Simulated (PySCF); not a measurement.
## Sn: excitation energy

Sn [Kr] 4d10 5s2 5p2 (3P) → Sn [Kr] 4d10 5s2 5p1 6s1 (3P), as a difference of total energies. Computed with PySCF 2.14 in aug-cc-pVQZ-PP with ECP28MDF (7s7p5d3f2g, 92 functions), with a scalar-relativistic core potential. Correlated levels: valence: 4s2 4p6 4d10 frozen. The calculations carry no spin-orbit coupling.

```
           method  excitation energy (eV)
              UHF                   4.095
    MP2 (valence)                   4.239
SCS-MP2 (valence)                   4.224
   CCSD (valence)                   4.232
CCSD(T) (valence)                   4.240
```

How much does correlation contribute at CCSD(T) (valence)?

4.240 − (4.095) = 0.145 eV, measured against UHF.

Errors of the correlated levels include the incompleteness of this basis and the frozen core.

For comparison: 4.275 eV (measured; NIST levels, between the centres of gravity of the two terms).
